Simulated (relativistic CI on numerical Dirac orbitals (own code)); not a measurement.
How well does a small relativistic CI reproduce N I?

Method of calculation: Dirac-Coulomb-Breit CI, KLI orbitals optimised for each configuration, model QED (radiative potential, 1s self-energy scaled to tabulated hydrogen-like ionisation energies), valence Slater integrals scaled by 0.85, P86 correlation energy added to each configuration (own radial code, finite nucleus).

Configurations in the expansion (outside the closed core 1s2): 2s2.2p3, 2s2.2p2.3s, 2s.2p4, 2s2.2p2.3p, 2s2.2p2.4s, 2s2.2p2.3d, 2p5, 2s2.2p2.4p, 2s2.2p2.4d, 2s2.2p2.4f, 2s2.2p.3s2, 2s2.2p.3s.3p. Levels of other configurations are missing.

```tsv
Configuration	Term (tabulated)	J	Measured (cm⁻¹)	Computed	Error	Purity (%)
2s2.2p3	4S°	3/2	0.0	0	0	100
2s2.2p3	2D°	5/2	19224.5	19244	20	100
2s2.2p3	2D°	3/2	19233.2	19254	21	100
2s2.2p3	2P°	1/2	28838.9	26308	-2531	97
2s2.2p3	2P°	3/2	28839.3	26307	-2532	97
2s2.2p2.3s	4P	1/2	83284.1	83321	37	99
2s2.2p2.3s	4P	3/2	83317.8	83365	47	99
2s2.2p2.3s	4P	5/2	83364.6	83431	66	99
2s2.2p2.3s	2P	1/2	86137.4	85469	-669	100
2s2.2p2.3s	2P	3/2	86220.5	85553	-667	100
2s.2p4	4P	5/2	88107.3	93492	5385	94
2s.2p4	4P	3/2	88151.2	93553	5402	94
2s.2p4	4P	1/2	88170.6	93583	5412	94
2s2.2p2.3p	2S°	1/2	93581.6	93406	-175	99
2s2.2p2.3p	4D°	1/2	94770.9	94157	-614	100
2s2.2p2.3p	4D°	3/2	94793.5	94180	-614	99
2s2.2p2.3p	4D°	5/2	94830.9	94218	-613	99
2s2.2p2.3p	4D°	7/2	94881.8	94270	-612	100
2s2.2p2.3p	4P°	1/2	95475.3	94725	-750	100
2s2.2p2.3p	4P°	3/2	95493.7	94744	-749	100
2s2.2p2.3p	4P°	5/2	95532.1	94783	-749	100
2s2.2p2.3p	4S°	3/2	96750.8	96300	-451	99
2s2.2p2.3p	2D°	3/2	96787.7	95866	-922	100
2s2.2p2.3p	2D°	5/2	96864.1	95944	-920	100
2s2.2p2.3p	2P°	1/2	97770.2	96803	-968	99
2s2.2p2.3p	2P°	3/2	97805.8	96839	-967	98
2s2.2p2.3s	2D	5/2	99663.4	98860	-804	100
2s2.2p2.3s	2D	3/2	99663.9	98860	-803	100
2s2.2p2.4s	4P	1/2	103622.5	103407	-216	94
2s2.2p2.4s	4P	3/2	103667.2	103448	-219	93
2s2.2p2.4s	4P	5/2	103735.5	103510	-225	91
2s2.2p2.4s	2P	1/2	104144.8	104138	-7	91
2s2.2p2.4s	2P	3/2	104221.6	104219	-2	61
2s2.2p2.3d	2P	3/2	104615.5	103596	-1020	93
2s2.2p2.3d	2P	1/2	104654.0	103633	-1021	91
2s2.2p2.3d	4F	3/2	104664.1	103687	-977	99
2s2.2p2.3d	4F	5/2	104683.1	103707	-976	97
2s2.2p2.3d	4F	7/2	104716.9	103741	-976	97
2s2.2p2.3d	4F	9/2	104765.8	103790	-976	100
2s2.2p2.3d	2F	5/2	104810.4	103888	-922	96
2s2.2p2.3d	2F	7/2	104881.4	103955	-926	89
```

Measured levels from NIST Handbook of Basic Atomic Spectroscopic Data (Sansonetti and Martin, J. Phys. Chem. Ref. Data 34, 1559 (2005)); pairs were made by configuration, J and term (by order where the table uses no LS term), so strongly mixed levels may be paired wrongly.

Mean error by configuration (cm⁻¹): 2s2.2p3 -1256; 2s2.2p2.3s -399; 2s.2p4 5400; 2s2.2p2.3p -700; 2s2.2p2.4s -134; 2s2.2p2.3d -974. Over the excited levels the mean absolute error is 1049 cm⁻¹ (40 of the 40 excited levels that our extract of the source holds in range could be paired), and the median relative error of those above 1,000 cm⁻¹ is 0.79 %.

Transition probabilities of persistent lines. The last column rescales the computed rate by the cube of measured over computed energy:

```tsv
λ measured (Å)	Lower	Upper	A tabulated (s⁻¹)	A computed	A rescaled
1199.55 vacuum	2s2.2p3 4S°_3/2	2s2.2p2.3s 4P_5/2	4.07e+08	2.23e+08	2.22e+08
1200.22 vacuum	2s2.2p3 4S°_3/2	2s2.2p2.3s 4P_3/2	4.02e+08	2.21e+08	2.21e+08
1200.71 vacuum	2s2.2p3 4S°_3/2	2s2.2p2.3s 4P_1/2	4.00e+08	2.21e+08	2.20e+08
1243.18 vacuum	2s2.2p3 2D°_5/2	2s2.2p2.3s 2D_5/2	3.21e+08	2.37e+08	2.44e+08
1492.62 vacuum	2s2.2p3 2D°_5/2	2s2.2p2.3s 2P_3/2	3.13e+08	2.93e+08	3.02e+08
1742.73 vacuum	2s2.2p3 2P°_3/2	2s2.2p2.3s 2P_3/2	1.16e+08	1.52e+08	1.38e+08
8680.28 air	2s2.2p2.3s 4P_5/2	2s2.2p2.3p 4D°_7/2	2.46e+07	2.78e+07	3.33e+07
8683.40 air	2s2.2p2.3s 4P_3/2	2s2.2p2.3p 4D°_5/2	1.80e+07	2.09e+07	2.49e+07
12469.62 air	2s2.2p2.3p 2D°_5/2	2s2.2p2.3d 2F_7/2	2.28e+07	2.31e+07	2.32e+07
```
